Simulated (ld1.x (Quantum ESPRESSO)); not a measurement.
# magnesium (Mg), TM: configuration errors across variants

ld1.x (Quantum ESPRESSO) 7.5 input, shortened:

```
&input
   title='Mg', zed=12., rel=1, dft='PBE', iswitch=3,
   config='[Ne] 3s2 3p0 3d-2'
 /
 &inputp
   pseudotype=2, tm=.true., lloc=1,
   nlcc=.true., new_core_ps=.true., rcore=1.15
 /
3
3S  1  0   2.00   0.00  1.75  1.75  0.0
3D  3  2  -2.00   0.10  2.90  2.90  0.0
3P  2  1   0.00   0.00  3.40  3.40  0.0
 &test
   configts(1)='3s2 3p0'
 /
```

All-electron excitation energies from the reference (eV): (1) 3s1 3p0 7.960; (2) 3s1.5 3p0 3.144; (3) 3s1 3p1 3.491; (4) 3s0 3p2 7.183; (5) 3s0 3p1 12.328.

A true bound ghost makes a file unfit for plane-wave use even where its test errors are small: the radial tests pick states by their node count and pass the ghost by.

Errors AE − PS in meV (a dash: test not solved or not reliable):

| change | (1) | (2) | (3) | (4) | (5) | bound ghosts |
| --- | --- | --- | --- | --- | --- | --- |
| base | -3.1 | -0.7 | -2.7 | -10 | -8.1 | none |
| wave 3s (bound): rc 1.75 bohr becomes 3s (bound): rc 1.14 bohr | -4.7 | -0.6 | -11 | -55 | -54 | s |
| wave 3s (bound): rc 1.75 bohr becomes 3s (bound): rc 1.26 bohr | -3.1 | -0.3 | -7.8 | -41 | -40 | s |
| wave 3s (bound): rc 1.75 bohr becomes 3s (bound): rc 1.42 bohr | -2.7 | -0.4 | -5.1 | -26 | -24 | s |
| wave 3s (bound): rc 1.75 bohr becomes 3s (bound): rc 1.66 bohr | -3.1 | -0.6 | -3.0 | -12 | -10 | none |
| wave 3s (bound): rc 1.75 bohr becomes 3s (bound): rc 1.96 bohr | -3.2 | -0.7 | -2.3 | -8.3 | -5.6 | none |
| wave 3s (bound): rc 1.75 bohr becomes 3s (bound): rc 2.14 bohr | -3.2 | -0.7 | -2.3 | -8.0 | -5.3 | none |
| wave 3s (bound): rc 1.75 bohr becomes 3s (bound): rc 2.30 bohr | -3.3 | -0.7 | -2.5 | -9.2 | -6.7 | none |
| wave 3s (bound): rc 1.75 bohr becomes 3s (bound): rc 2.50 bohr | -3.8 | -0.8 | -3.3 | -13 | -10 | none |
| wave 3s (bound): rc 1.75 bohr becomes 3s (bound): rc 2.58 bohr | -4.2 | -0.8 | -3.7 | -15 | -13 | none |

(1) Give the same row for: wave 3s (bound): rc 1.75 bohr becomes 3s (bound): rc 1.80 bohr.

## Answers

(1) -3.1, -0.7, -2.6, -9.7, -7.3; bound ghosts: none.
